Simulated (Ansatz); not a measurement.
Isolated molecules relaxed with PBE0-D4/def2-TZVP in Ansatz; ΔE leaves out vibrations. CBS: MP2 limit from def2 TZ/QZ plus the TZ coupled-cluster correction, frozen cores. DFT in def2-TZVPP. For Ge outer-core shells are correlated without core-valence functions, which leaves a few kJ/mol of doubt a bond. Scalar relativity is left out up to krypton. Each species was taken in one conformer, which may not be the lowest.

Consider the cleavage of the Si–Ge bond: `C[NH][GeH2][SiH3]` + `CNCF` → `CN([SiH3])CF` + `C[NH][GeH3]`.

Task: Is it downhill or uphill in electronic energy at CCSD(T)/CBS, and by how much? (An estimate is asked.)

Result: Ansatz gave: Downhill: ΔE = -6.2 kcal/mol.

Task: What do these levels give: PBE-D4, ωB97X-V, ωB97M-V, CCSD/def2-TZVPP, CCSD(T)/def2-TZVPP, MP2/def2-QZVPP? (Best estimate.)

Result: Ansatz gave: PBE-D4 -2.1, ωB97X-V -6.2, ωB97M-V -6.7, CCSD/def2-TZVPP -6.6, CCSD(T)/def2-TZVPP -6.4, MP2/def2-QZVPP -8.0 kcal/mol.

Largest T1 diagnostic among the species: 0.012.

From PBE to PBE0 (25 % exact exchange), in def2-TZVPP and without D4, ΔE moves by −1.3 kcal/mol.
